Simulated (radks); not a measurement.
Coulomb parameter of the 4d shell of the palladium ion Pd+ in the model configuration [Kr] 4d7.5 5s1.5, as a second difference U = [E(n + 0.5) + E(n - 0.5) - 2 E(n)] / (0.5)^2 with all orbitals relaxed. "Bare": the charge of the atom changes with n. "Screened": the 5s shell takes up the change at fixed total charge, which measures U(4d,4d) + U(5s,5s) - 2 U(4d,5s). Calculated with a radial shooting solver on a logarithmic mesh with Libxc functionals: Dirac Kohn-Sham, LDA (Slater exchange, Perdew-Wang correlation), spin-unpolarised, spherical densities, finite nucleus; open shells are shared between the two j in proportion to 2j + 1; Fermi nuclear charge, rms radius 4.5318 fm.

case,configuration,E - E(n) (eV)
start,[Kr] 4d7.5 5s1.5,0.000
bare +0.5,[Kr] 4d8 5s1.5,-8.432
bare -0.5,[Kr] 4d7 5s1.5,11.580
screened +0.5,[Kr] 4d8 5s1,-2.946
screened -0.5,[Kr] 4d7 5s2,3.485

U(bare) = 12.591 eV, U(screened by 5s) = 2.156 eV.
